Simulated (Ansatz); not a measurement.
A search over several starts for the lowest SCF solution of In₂N at the given spin, in a small basis.

```yaml
crystal:
  periodic: [false, false, false]
  atoms:
    - {symbol: In, position_ang: [-0.436180, -2.079649, 0.306005]}
    - {symbol: In, position_ang: [0.433939, 2.080210, -0.305386]}
    - {symbol: N, position_ang: [0.002251, -0.000561, -0.000620]}
basis:
  gaussian: {orbitals: def2-SVP, initial_orbitals: start.molden}
magnetization: {spin_polarized: true, initial_magnetization: 3}
hamiltonian: {xc: pbe0, dispersion: d4}
output: {orbitals: {seedname: orbitals}}
```

The file start.molden holds the orbitals of an earlier run on this structure, at another level or in another basis.

```sh
$ ansatz run in.yaml --threads 4 --pin off --events-out ev --progress --plain --max-ram 3916MiB
```

Shortened log:

```
Functional definition: PBE0
818 factors; integrals over basis functions are off by at most 4.0e-4 eV
mean field evaluation 1: about -11830.7297 eV, gradient 2.6e1 eV
mean field evaluation 2: about -11830.9887 eV, gradient 4.5e-1 eV
mean field evaluation 4: about -11831.0144 eV, gradient 6.1e-3 eV
mean field evaluation 8: about -11831.0144 eV, gradient 2.6e-5 eV
mean field evaluation 16: about -11828.5266 eV, gradient 1.8e1 eV
mean field evaluation 32: about -11831.0144 eV, gradient 5.1e-5 eV
mean field evaluation 64: about -11830.9937 eV, gradient 6.2e-1 eV
mean field evaluation 96: about -11830.6891 eV, gradient 2.7e-1 eV
mean field evaluation 128: about -11830.6116 eV, gradient 6.3e-1 eV
mean field -11831.01443367 eV, -434.7817610878 hartree, gradient 2.1e-6 eV, S^2 3.766364; 16 other end points of the search recorded, 0 dependent functions left out
reference -11831.01445978 eV, -434.7817620471 hartree; 26, 23 occupied and 40, 43 virtual orbitals, 818 factors
Total energy: -11831.11463236 eV, -434.7854433215 hartree
```

Run time 18 s (4 threads of Arm Neoverse V2 on a shared host).

Other converged states that the search met: 0.09 eV higher (⟨S²⟩ = 3.76), 0.35 eV higher (⟨S²⟩ = 3.77), 0.63 eV higher (⟨S²⟩ = 3.77).

In the def2 sets In takes a core potential; there is no spin–orbit coupling. At PBE0-D4/def2-TZVP a doublet of charge 0 lies 2.52 eV below the quartet, each at its own geometry. The structure comes from a short search, and lower isomers may exist.
